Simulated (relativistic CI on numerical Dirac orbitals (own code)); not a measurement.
# Level scheme of Mg⁸⁺

These numbers are calculated, not measured: Dirac-Coulomb-Breit CI, orbitals from a KLI potential per configuration, model QED (radiative potential, 1s self-energy scaled to tabulated hydrogen-like ionisation energies), unscaled Slater integrals (own radial code, finite nucleus).

Configuration list (outside the closed core 1s2): 2s², 2s2p, 2p², 2p3s, 2p3p, 2s3s, 2s3p, 2s3d, 2s4s, 2s4p, 2s4d, 2s4f, 2s5s, 2s5p, 2s5d, 2s5f, 2s5g, 3s², 3s3p, 3p². Levels of other configurations are missing.

| No. | Configuration | Term | J | E (eV) | % | Next component (%) | Landé g |
| --- | --- | --- | --- | --- | --- | --- | --- |
| 1 | 2s² | ¹S | 0 | 0.000 | 94 | 6 2p² ¹S |  |
| 2 | 2s2p | ³P° | 0 | 17.565 | 100 |  |  |
| 3 | 2s2p | ³P° | 1 | 17.703 | 100 |  | 1.500 |
| 4 | 2s2p | ³P° | 2 | 18.005 | 100 |  | 1.500 |
| 5 | 2s2p | ¹P° | 1 | 35.300 | 100 |  | 0.999 |
| 6 | 2p² | ³P | 0 | 45.706 | 100 |  |  |
| 7 | 2p² | ³P | 1 | 45.864 | 100 |  | 1.500 |
| 8 | 2p² | ³P | 2 | 46.131 | 100 |  | 1.499 |
| 9 | 2p² | ¹D | 2 | 51.084 | 100 |  | 1.000 |
| 10 | 2p² | ¹S | 0 | 63.580 | 94 | 6 2s² ¹S |  |
| 11 | 2s3s | ³S | 1 | 189.813 | 98 | 2 2p3p ³S | 2.002 |
| 12 | 2s3s | ¹S | 0 | 193.042 | 96 | 4 2p3p ¹S |  |
| 13 | 2s3p | ¹P° | 1 | 197.889 | 88 | 9 2p3s ¹P° | 1.012 |
| 14 | 2s3p | ³P° | 0 | 198.169 | 99 | 1 2p3s ³P° |  |
| 15 | 2s3p | ³P° | 1 | 198.216 | 97 | 2 ¹P° | 1.488 |
| 16 | 2s3p | ³P° | 2 | 198.292 | 99 | 1 2p3s ³P° | 1.501 |
| 17 | 2s3d | ³D | 1 | 202.243 | 98 | 2 2p3p ³D | 0.499 |
| 18 | 2s3d | ³D | 2 | 202.257 | 98 | 2 2p3p ³D | 1.167 |
| 19 | 2s3d | ³D | 3 | 202.281 | 98 | 2 2p3p ³D | 1.334 |
| 20 | 2s3d | ¹D | 2 | 205.603 | 98 | 2 2p3p ¹D | 1.000 |
| 21 | 2p3s | ³P° | 0 | 212.216 | 99 | 1 2s3p ³P° |  |
| 22 | 2p3s | ³P° | 1 | 212.361 | 99 | 1 2s3p ³P° | 1.498 |
| 23 | 2p3s | ³P° | 2 | 212.695 | 99 | 1 2s3p ³P° | 1.501 |
| 24 | 2p3s | ¹P° | 1 | 215.709 | 90 | 10 2s3p ¹P° | 1.001 |
| 25 | 2p3p | ¹P | 1 | 216.771 | 96 | 4 ³D | 0.983 |
| 26 | 2p3p | ³D | 1 | 217.703 | 94 | 4 ¹P | 0.520 |
| 27 | 2p3p | ³D | 2 | 217.859 | 98 | 2 2s3d ³D | 1.167 |
| 28 | 2p3p | ³D | 3 | 218.166 | 98 | 2 2s3d ³D | 1.334 |
| 29 | 2p3p | ³S | 1 | 219.579 | 95 | 2 2s3s ³S | 1.989 |
| 30 | 2p3p | ³P | 0 | 220.445 | 100 |  |  |

Energies count from the lowest computed level; ° marks odd parity.

The mean weight of the leading LS term, summed over parents, in these 30 levels is 97 %, and that of the leading jj configuration (from the same eigenvectors) 76 %, so LS coupling describes them better.

At this charge configurations can still be misplaced by up to about 7 % of their energy.
